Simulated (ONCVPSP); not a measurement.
Before and after: ONCV potential for P

```
Element                 : phosphorus (P)
Generator               : ONCVPSP 4.0.1
Type                    : optimised norm-conserving Vanderbilt (ONCV)
Functional              : PBE
Relativity              : scalar-relativistic
Frozen core             : [He]
Valence charge          : 13
Reference configuration : 2s2 2p6 3s2 3p3
Partial waves           : 2s+3s: rc 0.95 bohr, ncon 5, nbas 8, qcut 9.8 1/bohr, 2 projectors; 2p+3p: rc 0.85 bohr, ncon 4, nbas 7, qcut 12.7 1/bohr, 2 projectors; d scattering state at 0.22 Ha: rc 0.90 bohr, ncon 3, nbas 7, qcut 9.3 1/bohr, 2 projectors, debl 2.6 Ha
Local potential         : polynomial inside 0.80 bohr (lpopt 5, dvloc0 3 Ha)
Core correction         : Teter function, fcfact 3, rcfact 1.3
```

All-electron outer shells of the reference configuration (PBE, scalar-relativistic, ld1.x):

```
shell  level (eV)  outermost node (bohr)  outermost maximum (bohr)
   1s    -2084.17                      –                      0.07
   2s     -173.99                   0.14                      0.42
   2p     -124.49                      –                      0.36
   3s      -13.97                   0.65                      1.58
   3p       -5.51                   0.64                      1.83
```

Change: p: rc 1.26.

Cutoffs: the cutoffs (Ha) at which the residual kinetic energy of the hardest occupied pseudo-wave falls to 1 and 0.1 mHa per electron; they do not see the model core or the augmentation charge, which bear on the density cutoff. Errors are all-electron minus pseudo energies relative to the spin-unpolarised reference configuration.

What does the change do?

The potential gets softer (166 Ha and 214 Ha → 60 Ha and 68 Ha); of the 4 tests that both files solve, the error grows in 0 and shrinks in 3 by more than 15 % and 0.3 meV (median size 2.0 → 0.7 meV); neither file shows a bound ghost. A larger radius leaves more room for a smooth pseudo-wave, so fewer plane waves are needed. That the errors move this way runs against the usual rule that smaller radii transfer better.

```csv
quantity,base,changed
"cutoff, loose",166 Ha,60 Ha
"cutoff, tight",214 Ha,68 Ha
loose cutoff by channel,"s 36 Ha, p 166 Ha","s 36 Ha, p 60 Ha"
bound ghosts,none,none
GHOST(+) flags under 300 eV,none,none
"error for 2s2 2p6 3s2 3p2, meV [ΔE 9.73 eV]",+0.6,0.0
"error for 2s2 2p6 3s2 3p1, meV [ΔE 28.88 eV]",+3.4,+1.4
"error for 2s2 2p6 3s2 3p0, meV [ΔE 58.62 eV]",+12,+5.6
"error for 2s2 2p6 3s2 3p2.5, meV [ΔE 3.77 eV]",+0.2,-0.1
s: phases at 0.96 bohr within 0.05 rad from the reference energy up to (Ha; the scan ends near 5),to the end of the scan,to the end of the scan
d: phases at 0.91 bohr within 0.05 rad from the reference energy up to (Ha; the scan ends near 5),to the end of the scan,to the end of the scan
"rms error of d²Exc/dni dnj with the model core, mHa",1.54,2.38
```
